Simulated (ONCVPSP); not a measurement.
germanium (Ge), ONCV: configuration errors across variants

- Element: Ge
- Generator: ONCVPSP 4.0.1
- Type: optimised norm-conserving Vanderbilt (ONCV)
- Functional: PBE
- Relativity: fully relativistic
- Frozen core: [Ar] 3d10
- Valence charge: 4
- Reference configuration: 4s1.5 4p2.5
- Partial waves: 4s: rc 1.40 bohr, ncon 4, nbas 7, qcut 4.4 1/bohr, local; 4p: rc 2.45 bohr, ncon 4, nbas 8, qcut 2.7 1/bohr, 1 projector
- Local potential: the s channel
- Core correction: none

Open shells are filled in proportion to 2j + 1.

All-electron excitation energies from the reference (eV): (1) 4s2 4p2 -3.951; (2) 4s2 4p1 3.495; (3) 4s2 4p0 18.938; (4) 4s0 4p4 12.238.

3 further variants failed, have other tests or another functional or relativity, and are left out.

A true bound ghost makes a file unfit for plane-wave use even where its test errors are small: the radial tests pick states by their node count and pass the ghost by.

Errors AE − PS in meV (a dash: test not solved or not reliable):

```csv
change,(1),(2),(3),(4),bound ghosts,GHOST(+) flags above zero
base,+3.9,+2.7,-13,+41,p1/2,p3/2
p: qcut 3.6,+3.7,+2.7,-11,+39,p1/2,p3/2
p: qcut 2,+3.4,+2.6,-7.9,+37,p1/2,p3/2
s: rc 1.64,+4.4,+3.4,-13,+47,"p3/2, p1/2",none
```

(1) Give the same row for: core correction Teter function fitted to the true core (icmod 2), fcfact 0.5.

## Answers

(1) -0.3, +5.9, -6.0, -0.4; bound ghosts: p1/2; GHOST(+) flags above zero: p3/2.
